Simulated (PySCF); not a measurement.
# Exercise with solution: entropy of an ideal gas

C3H4Cl2, SMILES CC=C(Cl)Cl.

The structure is a stationary point at B3LYP-D3(BJ)/def2-SVP.

B3LYP-D3(BJ)/def2-SVP run with PySCF gives the harmonic wavenumbers 116, 216, 227, 293, 446, 478, 598, 829, 871, 985, 1046, 1130, 1287, 1395, 1453, 1458, 1707, 3025, 3085, 3149, 3176 cm⁻¹ and the rotational temperatures 0.1876, 0.1134, 0.0713 K. The molar mass is 110.96 g/mol, the symmetry number 1, the spin multiplicity 1.

Q: Work out the entropy at 298.15 K and 1 atm in the rigid-rotor, harmonic-oscillator model.

A: 
Translation (Sackur–Tetrode at 1 atm): S = R[1.5 ln M + 2.5 ln T − 1.16487] = 167.5 J/(mol K).
Rotation: q = (√π/σ) T^1.5/√(θA θB θC) = 234000, S = R[ln q + 3/2] = 115.3 J/(mol K).
Vibration: with u = 1.4388 ν/T, each mode gives R[u/(e^u − 1) − ln(1 − e^−u)]:
```
ν (cm⁻¹)  modes     u  S (J/(mol K))
--------  -----  ----  -------------
116           1  0.56          13.25
216           1  1.04           8.34
227           1  1.10           7.96
293           1  1.41           6.09
446           1  2.15           3.38
478           1  2.31           2.99
598           1  2.89           1.90
829           1  4.00           0.77
871           1  4.20           0.66
985           1  4.75           0.42
1046          1  5.05           0.32
1130          1  5.45           0.23
1287          1  6.21           0.12
1395          1  6.73           0.08
1453          1  7.01           0.06
1458          1  7.04           0.06
1707          1  8.24           0.02
```
The stiffer modes add less than 0.005 each. Sum 46.6 J/(mol K).
Spin: R ln 1 = 0.0 J/(mol K).
Total 329.4 J/(mol K); the program's own thermochemistry gives 329.4. Translation makes up 51 % and vibration 14 %. Anharmonicity, hindered rotation and orbital degeneracy are left out.
